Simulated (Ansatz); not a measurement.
Calculated with Ansatz (gas phase, PBE0-D4/def2-TZVP geometries, no zero-point term in ΔE). CCSD(T)/CBS is the MP2 limit (def2-TZVPP, def2-QZVPP) plus CCSD(T) − MP2 in def2-TZVPP, frozen cores. DFT in def2-TZVPP. HSE06 is defined as in plane-wave codes. For Ge outer-core shells are correlated without core-valence functions, which leaves a few kJ/mol of doubt a bond. Scalar relativity is left out up to krypton. One conformer a species, not always the lowest.

Reaction (substitution at a C–S bond): `CS[CH2][GeH3]` + `CB(C)N` → `CNB(C)C` + `S[CH2][GeH3]`

`CS[CH2][GeH3]`:

Cartesian coordinates in Å:
```
C 1.785 -0.080 -0.830
S 0.222 -0.665 -1.493
C -0.714 -0.894 0.030
Ge -1.353 0.787 0.827
H 2.241 -0.832 -0.183
H 2.441 0.094 -1.683
H 1.668 0.856 -0.283
H -1.586 -1.493 -0.240
H -0.130 -1.479 0.745
H -2.365 1.435 -0.129
H -0.180 1.756 1.053
H -2.029 0.515 2.186
```

`CB(C)N`:

Z-matrix (Å, degrees):
```
C
B 1 1.578
H 1 1.094 2 114.2
H 1 1.095 2 110.6 3 121.7
H 1 1.095 2 110.6 3 -121.7
C 2 1.578 1 120.8 3 -180.0
N 2 1.398 1 119.6 3 0.0
H 6 1.095 2 110.6 1 -58.6
H 6 1.095 2 110.6 1 58.0
H 6 1.094 2 114.2 1 179.7
H 7 1.006 2 123.1 1 -180.0
H 7 1.006 2 123.1 1 0.1
```

`CNB(C)C`:

```xyz
15

C     0.475   -0.071   -2.071
N     0.368   -0.657   -0.758
B    -0.067   -0.088    0.444
C    -0.547    1.412    0.553
C    -0.077   -0.998    1.736
H     1.501   -0.112   -2.448
H    -0.171   -0.579   -2.795
H     0.175    0.975   -2.037
H     0.652   -1.624   -0.731
H    -0.477    2.008   -0.359
H     0.022    1.933    1.331
H    -1.591    1.443    0.885
H     0.266   -2.023    1.565
H    -1.084   -1.054    2.164
H     0.554   -0.565    2.520
```

`S[CH2][GeH3]`:

Cartesian coordinates in Å:
```
S -2.005 -0.110 0.558
C -0.324 -0.766 0.437
Ge 0.858 0.378 -0.633
H -1.680 1.121 0.986
H -0.425 -1.732 -0.062
H 0.094 -0.950 1.428
H 2.295 -0.178 -0.632
H 0.860 1.785 -0.011
H 0.328 0.454 -2.071
```

```csv
level,ΔE (kJ/mol)
PBE-QIDH,32.4
HSE06,31.5
```

**Question.** What does CCSD(T)/CBS give? (An estimate is asked.)

**Answer.** Computed: +32.9 kJ/mol. The listed levels differ from it by -0.5, -1.4 kJ/mol.

Largest T1 diagnostic among the species: 0.011.

Leaving LDA and LC-ωPBE aside and taking each functional with its dispersion term where it has one, the values, not all of them listed here, spread over 4.9 kJ/mol, from CAM-B3LYP-D4 to r2SCAN-D4. LDA lies −4.5 kJ/mol from PBE without D4. At CCSD(T), def2-SVP lies −17.9 kJ/mol from the extrapolated value and def2-TZVPP −3.4 kJ/mol.

CCSD(T)/CBS has its own doubt, a few kJ/mol and more with outer-core shells, so smaller differences from it don't rank the levels.
